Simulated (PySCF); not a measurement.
**How methods differ on the fine-structure interval of Ag¹²⁺**

Ag¹²⁺ [Ar] 3d10 4s2 4p5 [4p1/2^2 4p3/2^3, M_J = 3/2] → Ag¹²⁺ [Ar] 3d10 4s2 4p5 [4p1/2^1 4p3/2^4, M_J = 1/2], as a difference of total energies. Computed with PySCF 2.14 in an uncontracted even-tempered set (18 s from 0.5 bohr⁻², ratio 2.8; 14 p from 0.65 bohr⁻², ratio 2.8; 9 d from 1.1 bohr⁻², ratio 2.8; 4 f from 5.1 bohr⁻², ratio 3), with the two-component X2C-1e Hamiltonian. Correlated levels: [Ne] frozen; the 76 highest virtual spinors dropped. "Screened" scales the spin-orbit matrix elements by Boettger's factors to mimic the two-electron term; Breit and QED terms are absent.

```
                    method  fine-structure interval (cm⁻¹)
 GHF (screened spin-orbit)                           53036
GMP2 (screened spin-orbit)                           54257
     GHF (bare spin-orbit)                           55523
```
